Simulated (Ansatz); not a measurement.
A run for Ansatz (an electronic-structure program): U-CCSD(T)/def2-TZVPP on BH2I (SMILES BI), a point of a bond scan (R = 2.070 Å). Elements past Kr take the def2 small-core potentials; no spin–orbit coupling. The run froze 10 orbitals, filled d shells among them.

Ansatz 0.2 input:
```yaml
crystal:
  periodic: [false, false, false]
  atoms:
    - {symbol: B, position_ang: [-1.00687273, -1.52824232, 0.26334221]}
    - {symbol: H, position_ang: [-0.33882731, -2.88770822, 1.67353083]}
    - {symbol: H, position_ang: [-1.98651595, -1.65890826, -0.38610151]}
    - {symbol: I, position_ang: [0.14426438, 0.21896603, -0.03773158]}
basis:
  gaussian:
    orbitals: def2-TZVPP
correlation: {method: ccsd_t, electrons: outside_noble_gas}
scf: {omitted_lower_state_checks: [cluster_reference]}
magnetization: {spin_polarized: true, initial_magnetization: 0}
```

Output:

```
WARN ansatz: RAYON_NUM_THREADS=1 ignored (pool sized by the plan → 1); use --threads N
Functional definition: HF
these checks for a lower state are left out or cut short: cluster_reference
integrals: 0.22 GiB planned
819 factors; integrals over basis functions are off by at most 1.5e-3 eV
mean field: 0.29 GiB planned
mean field evaluation 1: about -8772.0738 eV, gradient 8.6e0 eV
mean field evaluation 2: about -8772.0757 eV, gradient 8.6e0 eV
mean field evaluation 4: about -8772.9331 eV, gradient 2.1e0 eV
mean field evaluation 8: about -8772.9672 eV, gradient 5.4e-4 eV
mean field evaluation 16: about -8772.8753 eV, gradient 3.1e0 eV
mean field evaluation 32: about -8773.2000 eV, gradient 2.1e-4 eV
mean field -8773.19997976 eV, -322.4091525676 hartree, gradient 3.3e-6 eV, S^2 0.462141; 2 other end points of the search recorded, 0 dependent functions left out
10 core orbitals not correlated
reference -8773.19997976 eV, -322.4091525676 hartree; 6, 6 occupied and 93, 93 virtual orbitals, 819 factors
second order -6.24217622 eV of doubles, -0.00000000 eV of singles
coupled cluster: 0.55 GiB planned
cycle   1  -6.77900085 eV  change   -5.4e-1 eV  update   9.3e-2
cycle   2  -7.06783605 eV  change   -2.9e-1 eV  update   5.3e-2
cycle   3  -7.25241884 eV  change   -1.8e-1 eV  update   4.4e-2
cycle   4  -7.41872998 eV  change   -1.7e-1 eV  update   3.3e-2
cycle   5  -7.50498508 eV  change   -8.6e-2 eV  update   1.7e-2
cycle   6  -7.52946852 eV  change   -2.4e-2 eV  update   7.4e-3
cycle   7  -7.53886624 eV  change   -9.4e-3 eV  update   2.5e-3
cycle   8  -7.53906842 eV  change   -2.0e-4 eV  update   9.7e-4
cycle   9  -7.53895823 eV  change    1.1e-4 eV  update   3.3e-4
cycle  10  -7.53934181 eV  change   -3.8e-4 eV  update   1.2e-4
cycle  11  -7.53938029 eV  change   -3.8e-5 eV  update   4.6e-5
cycle  12  -7.53939066 eV  change   -1.0e-5 eV  update   1.8e-5
cycle  13  -7.53939293 eV  change   -2.3e-6 eV  update   7.1e-6
coupled cluster: 0.55 GiB planned
perturbative correction -0.36625167 eV, -0.0134595008 hartree
Total energy: -8781.10562437 eV, -322.6996796483 hartree
Checks for a lower state left out: cluster_reference
```

Self-consistency was reached. Its determinant has ⟨S²⟩ = 0.46, a mixture of spin states.

Cost: roughly 10 core-seconds.
